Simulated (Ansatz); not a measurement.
System: 1-ethenyl-1,3,2,4-diazadisiletidine, C$_{2}$H$_{8}$N$_{2}$Si$_{2}$ (charge 0, singlet). SMILES: N1[SiH2]N([SiH2]1)C=C
Structure (B3LYP-D3(BJ)/def2-TZVP (Ansatz, a program for electronic structure) minimum search):
```xyz
14

C      2.5368     0.9301     0.7979
C      1.6271    -0.0363     0.9364
N      0.4032    -0.1028     0.2950
Si    -0.9187    -1.2452     0.3204
N     -1.6988    -0.2005    -0.8177
Si    -0.3985     0.9455    -0.8577
H      2.3808     1.7783     0.1415
H      3.4660     0.8898     1.3458
H      1.8343    -0.8648     1.6083
H     -0.5766    -2.6045    -0.1651
H     -1.5864    -1.3960     1.6364
H     -2.5835    -0.2424    -1.2855
H      0.3017     1.0927    -2.1555
H     -0.7097     2.3031    -0.3512
```
Charge 0, spin multiplicity 1.

Property: vertical triplet-singlet gap (E(triplet) - E(singlet); each state is the SCF solution reached for its spin), in kcal/mol. Cores are frozen in the correlated levels unless marked. Open shells are spin-unrestricted. No spin-orbit coupling. No relativistic terms. Basis-set limits of correlation are two-point, X^-3; Hartree-Fock from the larger set.

```tsv
level	program	vertical triplet-singlet gap (kcal/mol)
HF/aug-cc-pV(D+d)Z	Ansatz	77.7
HF/aug-cc-pV(Q+d)Z	Ansatz	77.2
B3LYP/def2-TZVPD	Ansatz	92.6
BHLYP/def2-TZVPD	Ansatz	90.4
CAM-B3LYP/def2-TZVPD	Ansatz	92.6
wB97M-V/def2-TZVPD	Ansatz	96.6
RI-MP2/aug-cc-pV(T+d)Z	Ansatz	101.9
RI-MP2/CBS(aug-cc-pV(T+d)Z,aug-cc-pV(Q+d)Z)	Ansatz	102.6
CCSD/aug-cc-pV(D+d)Z	Ansatz	95.5
```
